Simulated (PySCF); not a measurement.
H5GaO3S, singlet at its PBE0/def2-SVP optimised geometry (Å):

```
10

Ga    -0.6056    -0.4661     0.0000
O     -1.4387     1.1255     0.0000
H     -0.8220     1.8647     0.0060
O      1.1826    -0.4661     0.0000
H      1.5567    -1.3312    -0.1938
O     -1.5567    -1.8647    -0.6405
H     -2.0677    -1.6363    -1.4240
S     -1.4397    -1.1610     2.3889
H     -2.2457    -0.0805     2.2692
H     -2.2367    -1.9338     1.6094
```

Calculation: PBE0/def2-TZVP (PySCF 2.14.0). Cells within 0.4 Å of a nucleus heavier than hydrogen are left out (blank, or x).

Map of the deformation density (molecule minus spherical neutral atoms) (e/bohr³) on the plane z = 0.0 Å:

```
|222222222222222222222222222|
|222222222222222222222222222|
|222222222222222222222222222|
|222222222222222222222222222|
|222222222111122222222222222|
|222222221100112222222222222|
|222222221110011222222222222|
|222222222592011222222222222|
|222222342694111222222222222|
|22222239xx33211222222222222|
|22222235xx33211122222222222|
|222222223653211122222222222|
|222222223432111222322222222|
|222222112100112325532222222|
|2222221111xxx135xxx32222222|
|2222222111xxx146xxx22222222|
|222222222101113424731122222|
|222222233321112236821122222|
|222222344322111222101122222|
|222222343222111111001122222|
|222222333222222111111222222|
|222222222222222222122222222|
|222222222222222222222222222|
|222222222222222222222222222|
|222222222222222222222222222|
|222222222222222222222222222|
|222222222222222222222222222|
```
Scale: ten equal steps from -0.024 (start of '0') to 0.082 (end of '9'), in the order '0123456789'; x runs from -4.00 to 4.00, y from -4.00 (bottom) to 4.00 (top).
